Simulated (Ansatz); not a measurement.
H2OPbS (SMILES [OH][Pb][SH]), singlet, geometry from GFN2-xTB (such geometries of metal compounds can be far from the true shape) (core potentials on Pb); HF/def2-QZVPPD (Ansatz, a program for electronic structure).

The Ansatz input:
Ansatz 0.2 input:
```yaml
crystal:
  periodic: [false, false, false]
  atoms:
    - {symbol: Pb, position_ang: [-0.08243870, -0.26992810, 0.29722574]}
    - {symbol: O, position_ang: [1.51855081, -1.14503541, -0.74875659]}
    - {symbol: H, position_ang: [1.97554487, -0.79774562, -1.50864347]}
    - {symbol: S, position_ang: [-0.37381360, 1.86002866, -1.03499425]}
    - {symbol: H, position_ang: [-1.38296042, 2.33167454, -0.31390676]}
basis:
  gaussian:
    orbitals: def2-QZVPPD.json
hamiltonian:
  xc: hf
```
The basis file holds def2-QZVPPD in the JSON format of the Basis Set Exchange.

**Question.** Predict the main parts of the log of this Ansatz run.

**Answer.** 
```
Functional definition: HF
1447 factors; their error is unknown
mean field evaluation 1: about -18104.7576 eV, gradient 4.6e1 eV
mean field evaluation 2: about -18106.0458 eV, gradient 4.3e1 eV
mean field evaluation 4: about -18109.0982 eV, gradient 1.8e0 eV
mean field evaluation 8: about -18109.1125 eV, gradient 7.4e-2 eV
mean field -18109.39042017 eV, -665.5078229557 hartree, gradient 5.8e-5 eV, S^2 0.000000; 0 other end points of the search recorded, 0 dependent functions left out
reference -18109.39042017 eV, -665.5078229557 hartree; 24, 24 occupied and 275, 275 virtual orbitals, 1447 factors
Total energy: -18109.39042017 eV, -665.5078229557 hartree
```
